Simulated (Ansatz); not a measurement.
Cl2GeH6Si2 (`[SiH3][Ge]([SiH3])([Cl])[Cl]`). Total charge 0; spin multiplicity 1. All single points use the PBE0-D4/def2-TZVP geometry.

```xyz
11

Si    1.657   -1.224   -0.607
Ge   -0.397   -0.466    0.344
Si   -1.179    1.784    0.193
Cl   -1.960   -1.715   -0.497
Cl   -0.303   -0.941    2.459
H     2.773   -0.455   -0.001
H     1.616   -0.992   -2.073
H     1.790   -2.669   -0.307
H    -0.179    2.679    0.829
H    -2.479    1.862    0.902
H    -1.339    2.137   -1.240
```

Task: What is the dipole moment at PBE/def2-TZVPP? (An estimate is asked.)

Result: The calculation gave: 2.53 D, with components (1.43, 1.68, -1.24) D in this frame, pointing from negative to positive charge.

Task: And with r2SCAN, B3LYP, ωB97M-V? (Estimate.)

Result: Ansatz gave: r2SCAN 2.67 D, B3LYP 2.71 D, ωB97M-V 2.76 D.

Task: Give the Mulliken charges with PBE, B3LYP, r2SCAN in def2-TZVPP. (Best estimate.)

Result: The calculation gave: 
```json
{"atom": "Si1", "PBE": "0.10", "B3LYP": "0.16", "r2SCAN": "0.18"}
{"atom": "Ge2", "PBE": "0.51", "B3LYP": "0.51", "r2SCAN": "0.50"}
{"atom": "Si3", "PBE": "0.10", "B3LYP": "0.16", "r2SCAN": "0.18"}
{"atom": "Cl4", "PBE": "-0.29", "B3LYP": "-0.31", "r2SCAN": "-0.32"}
{"atom": "Cl5", "PBE": "-0.29", "B3LYP": "-0.31", "r2SCAN": "-0.32"}
{"atom": "H6", "PBE": "-0.02", "B3LYP": "-0.04", "r2SCAN": "-0.04"}
{"atom": "H7", "PBE": "-0.02", "B3LYP": "-0.04", "r2SCAN": "-0.04"}
{"atom": "H8", "PBE": "-0.01", "B3LYP": "-0.03", "r2SCAN": "-0.03"}
{"atom": "H9", "PBE": "-0.02", "B3LYP": "-0.04", "r2SCAN": "-0.04"}
{"atom": "H10", "PBE": "-0.01", "B3LYP": "-0.03", "r2SCAN": "-0.03"}
{"atom": "H11", "PBE": "-0.02", "B3LYP": "-0.04", "r2SCAN": "-0.04"}
```

B3LYP here is the variant with VWN-RPA as its local correlation; programs differ in this.
